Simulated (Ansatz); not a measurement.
Species: AlBr$_{2}$ (charge +1, singlet). 
Coordinates optimised at B3LYP-D3(BJ)/def2-TZVP (Ansatz, a program for electronic structure):
```
Al
Br 1 2.1564
Br 1 2.1564 2 180.00
```
Charge +1, spin multiplicity 1.

Total electronic energies in hartree. Cores are frozen in the correlated levels unless marked. No spin-orbit coupling. Frozen are the shells of the preceding noble gas and the d and f shells that filled before the atom's block. Non-relativistic. CBS(X,Y): correlation extrapolated as X^-3; Hartree-Fock from the larger set. The bracket is a focal-point correction in the basis named.

```
level                                                              program  energy (Eh)
----------------------------------------------------------  --------------  -----------
RI-HF/def2-TZVPPD                                                   Ansatz  -5386.60975
r2SCAN/def2-TZVPD                                                   Ansatz  -5390.51334
r2SCAN-D3(BJ)/def2-TZVPD                                    Ansatz + dftd3  -5390.51418
PBE0-D4/def2-TZVPD                                          Ansatz + dftd4  -5389.86227
wB97M-V/def2-TZVPD                                                  Ansatz          ___
wB97X-V/def2-TZVPD                                                  Ansatz  -5390.05264
B2PLYP-D4/def2-TZVPD                                        Ansatz + dftd4  -5389.62252
RI-MP2/CBS(def2-TZVPP,def2-QZVPP)+[CCSD(T)-MP2]/def2-TZVPP          Ansatz   -5387.1910
CCSD(T)/CBS(def2-TZVPP,def2-QZVPP)                                  Ansatz   -5387.1920
```

Problem. Some entries are withheld; supply them.

Solution. 
- wB97M-V/def2-TZVPD, energy (Eh): -5390.27004
